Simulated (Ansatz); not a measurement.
Molecule: ZrO2 (charge 0, triplet). The spin state was set by rule; other spins were not relaxed. 
Coordinates optimised at B3LYP-D3(BJ)/def2-TZVP (Ansatz, a first-principles code):
```xyz
3

Zr     0.1927     0.1373     0.2380
O      0.6032    -0.1057    -1.4665
O     -1.5668    -0.5808     0.2763
```
Charge 0, spin multiplicity 3.

Property: atomisation energy (electronic, to ground-state atoms), in eV. Cores are frozen in the correlated levels unless marked. UHF or UKS for open shells. No spin-orbit coupling. The frozen core is the preceding noble-gas configuration, with the filled d and f shells of earlier blocks. In def2 rows, elements after Kr have scalar-relativistic effective core potentials. STO-3G rows are all-electron and non-relativistic. The coupled-cluster limit lacks core correlation, which all-electron functionals hold. CBS marks a two-point X^-3 extrapolation of the correlation energy; Hartree-Fock from the larger set. The bracket is a focal-point correction in the basis named.

The T1 diagnostic of CCSD in the largest basis is 0.048, which is high, so the coupled-cluster rows are less sure than usual.

```csv
level,program,atomisation energy (eV)
BLYP-D3(BJ)/def2-TZVPD,Ansatz + dftd3,[?]
B3LYP/def2-TZVPD,Ansatz,12.27
PBE0/STO-3G,Ansatz,14.43
PBE0/def2-TZVPD,Ansatz,12.24
BHLYP-D4/def2-TZVPD,Ansatz + dftd4,10.72
RPA@PBE/def2-QZVPP,Ansatz,11.72
SCS-MP2/def2-SVP,Ansatz,11.57
"RI-MP2/CBS(def2-TZVPPD,def2-QZVPPD)+[CCSD(T)-MP2]/def2-TZVPPD",Ansatz,[?]
```

Q: What belongs in the gaps?

A: 
- BLYP-D3(BJ)/def2-TZVPD, atomisation energy (eV): 13.33
- RI-MP2/CBS(def2-TZVPPD,def2-QZVPPD)+[CCSD(T)-MP2]/def2-TZVPPD, atomisation energy (eV): 12.13
